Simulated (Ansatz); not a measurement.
Question: Name a neutral molecule of C, Ga, O, Si and H with HOMO–LUMO gap (ωB97M-V/def2-TZVPP) between 10.35 and 10.65 eV and HOMO–LUMO gap (B3LYP/def2-TZVPP) between 6.05 and 6.35 eV (Ansatz, PBE0-D4/def2-TZVP geometry).

Answer: `O[SiH2][CH2][GaH2]` (10.54 eV, 6.31 eV). Other molecules can fit too; these were computed, each in one conformer that needn't be the lowest.

B3LYP here is the variant with VWN-RPA as its local correlation; programs differ in this.
